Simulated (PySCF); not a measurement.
## Assignment exercise: C$_{8}$H$_{7}$N

Mapped SMILES: `[CH3:1][c:2]1[cH:3][cH:4][cH:5][c:6]([C:7]#[N:8])[cH:9]1`; H(Xn) means a hydrogen on atom n.

- geometry from PBE0-D3(BJ)/def2-SVP
- shieldings: GIAO PBE0/pcSseg-1
- couplings computed with B3LYP/pcJ-1 (without the spin–dipole term)
- code: PySCF
- rapidly exchanging positions averaged, a single conformation, no relativistic terms, in vacuum

Chemical shifts δ = σref − σ; TMS for 13C (σref 184.41), 1H (σref 31.27), all at this level.

(1) Assign these signals to the numbered atoms. 13C{1H} NMR (computed): δ 144.3, 139.5, 138.4, 136.5, 134.1, 124.4, 118.1, 23.0.

(2) Assign these signals to the numbered atoms. 1H NMR (600 MHz, computed): δ 7.56 (m, 1H), 7.55 (sext, J = 1.2 Hz, 1H), 7.48 (m, 1H), 7.48 (m, 1H), 2.44 (d, J = 1.0 Hz, 3H).

Answers

(1) 
| δ (ppm) | atoms | environment | reason |
| --- | --- | --- | --- |
| 144.3 | C2 | substituted aromatic carbon | – |
| 139.5 | C9 | aromatic CH | the aromatic region |
| 138.4 | C3 | aromatic CH | – |
| 136.5 | C5 | aromatic CH | – |
| 134.1 | C4 | aromatic CH | – |
| 124.4 | C7 | nitrile carbon | this is the usual window of a C≡N carbon, which has no attached hydrogen |
| 118.1 | C6 | substituted aromatic carbon | – |
| 23.0 | C1 | methyl carbon on an aromatic ring | a saturated carbon with 1 carbon neighbour and no heteroatom attached |

C9 and C3; C3 and C5 lie closer than the usual error of such a calculation, so a measured spectrum could show them in the other order.

(2) 
7.56 → H(C5), hydrogen on an aromatic CH: ring-current deshielding
7.55 → H(C9), hydrogen on an aromatic CH
7.48 → H(C4), hydrogen on an aromatic CH
7.48 → H(C3), hydrogen on an aromatic CH
2.44 → H(C1), hydrogen on a methyl carbon on an aromatic ring: benzylic-type position, deshielded by the ring

H(C5) and H(C9); H(C9) and H(C4); H(C4) and H(C3) lie closer than the usual error of such a calculation, so a measured spectrum could show them in the other order.

Multiplet labels drop couplings under 1 Hz and merge nearly equal ones. Unscaled 3J(H,H) at this level run about 10 % above measured values. Shifts are as computed. Against solution values, carbons near 30 ppm lie about +2 ppm off and those near 130 ppm about +5 ppm. Of 1211 compounds with measured shifts, 218 miss one by over three times the rms of a fit or turn the order of signals round; such compounds aren't used in these exercises.
